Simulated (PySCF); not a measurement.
**EPR parameters of C6H8NO**

C₆H₈NO (doublet state).
Structure used (GFN2-xTB), in Å, numbered top down from 1:
```xyz
16
C6H8NO angstrom
C     -2.685    0.690   -0.097
N     -1.437    0.171   -0.160
C     -1.106   -1.115    0.191
O     -1.921   -1.918    0.608
C      0.375   -1.413   -0.008
C      1.224   -0.411    0.726
C      1.887    0.541    0.144
C      2.554    1.471   -0.462
H     -3.473    0.053    0.248
H     -2.846    1.706   -0.390
H     -0.681    0.769   -0.470
H      0.600   -1.388   -1.077
H      0.565   -2.418    0.370
H      1.230   -0.497    1.805
H      3.578    1.327   -0.769
H      2.127    2.440   -0.669
```

The hyperfine couplings belong to this conformer and change with its torsions.

As a line formula: `[CH2]NC(=O)CC=C=C` [radical].

The calculation used PySCF 2.14.0, UKS B3LYP, pcH-1 on C H N O, non-relativistic, mean-field spin-orbit, GIAO. Isolated species at its GFN2-xTB geometry (one conformer only). A GFN2-xTB geometry isn't a minimum of the functional, and hyperfine couplings can be far from their values at a DFT geometry. No stability test was run, so a lower SCF solution isn't excluded.

| Property | Result |
| --- | --- |
| g1, g2, g3 | 2.00215, 2.00307, 2.00360 |
| g_iso | 2.00294 |
| Form of g | rhombic: the two nearest values differ by 37 % of g3 − g1 |
| ⟨S²⟩ | 0.7553 (exact 0.7500) |
| Total energy | -363.35914 Eh |

Hyperfine couplings atom by atom, in MHz; T1 to T3 are the principal values of the dipolar part:

```tsv
atom	isotope	a_iso	T1	T2	T3	Mulliken spin population
C1	13C	69.8	-69.6	-67.9	137.5	0.88
N2	14N	-3.5	-5.0	-3.9	8.9	0.02
C3	13C	1.9	-7.6	-5.7	13.2	0.07
O4	17O	-7.8	-34.6	16.8	17.8	0.11
C5	13C	-4.6	-0.6	0.0	0.6	-0.01
C6	13C	6.0	-0.9	-0.1	1.0	0.00
C7	13C	0.8	-1.2	-1.0	2.2	0.01
C8	13C	-0.8	-0.2	-0.1	0.3	0.00
H9	1H	-57.3	-32.0	0.1	31.9	-0.04
H10	1H	-57.0	-34.1	1.0	33.1	-0.04
H11	1H	-6.8	-5.6	-4.9	10.5	0.00
H12	1H	12.9	-1.9	-1.3	3.2	0.00
H13	1H	-0.3	-1.4	-1.2	2.5	0.00
H14	1H	0.0	-1.2	-1.0	2.2	0.00
H15	1H	2.2	-0.4	-0.3	0.7	0.00
H16	1H	2.4	-0.6	-0.5	1.1	0.00
```

The Mulliken spin populations are largest on C1 (+0.88), O4 (+0.11) and C3 (+0.07). C1 is the only atom above +0.15. The angles at C1 add up to 360.0°, so it is planar; its axial dipolar tensor and the negative couplings of its protons fit spin in a p orbital normal to that plane.

Axes: g3 points within 4° of the C1–H10 bond.

Under fast tumbling the dipolar parts average out, and these isotropic splittings remain (the largest six): 1 × 1H (H9, I = 1/2, 2 lines) with 2.04 mT, 1 × 1H (H10, I = 1/2, 2 lines) with 2.03 mT, 1 × 1H (H11, I = 1/2, 2 lines) with 0.24 mT, 2 × 1H (H12/H13, I = 1/2, 3 lines) with 0.22 mT, 1 × 14N (N2, I = 1, 3 lines) with 0.12 mT and 1 × 1H (H16, I = 1/2, 2 lines) with 0.08 mT.

Means are taken over nuclei equivalent by connectivity, which assumes that they swap fast. H9 and H10 aren't averaged: C1 is flat or nearly so (angle sum 360°), and its turn about the short C1–N2 bond (1.35 Å) is taken as slow. H15 and H16 aren't averaged: C8 is flat or nearly so (angle sum 360°), and its turn about the short C8–C7 bond (1.29 Å) is taken as slow. The 1H value of +6.3 MHz is a mean of couplings from -0.3 to 12.9 MHz in this one geometry, not an average over conformers.

The 13C coupling of C1 (69.8 MHz) shows only in satellite lines or after enrichment, since that isotope makes up about 1.07 % of natural carbon.

The 17O coupling of O4 (-7.8 MHz) shows only in satellite lines or after enrichment, since that isotope makes up about 0.038 % of natural oxygen.

The spin density at the nucleus, in bohr⁻³, is negative for H9 (-0.0128), H10 (-0.0128) and N2 (-0.0108), for instance. A restricted open-shell determinant has no negative spin density anywhere; here it arises because α and β orbitals differ (spin polarisation).
